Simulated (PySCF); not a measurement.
# InCl at PBE0

Computed with PBE0; basis In cc-pVDZ-PP with ECP28, Cl cc-pV(D+d)Z; scalar-relativistic core potentials; PySCF 2.14.

For InCl, the state is ¹Σ⁺ (singlet), closed shell and the bond length is 2.443 Å. The harmonic wavenumber is 312 cm⁻¹. The force constant is 1.54 mdyn/Å and the rotational constant Be is 0.1054 cm⁻¹. The anharmonicity ωexe is 0.945 cm⁻¹, the vibration–rotation constant αe is 0.000464 cm⁻¹ and the well depth De to In + Cl is 4.49 eV. The dissociation energy D0 is 4.47 eV, the HOMO–LUMO gap is 5.46 eV and the bond order (Mayer) is 0.95. The dipole moment (positive dipole means In(−)Cl(+)) is -3.63 D.

These are scalar-relativistic numbers at best; spin–orbit coupling would shift them, the dissociation energy most.
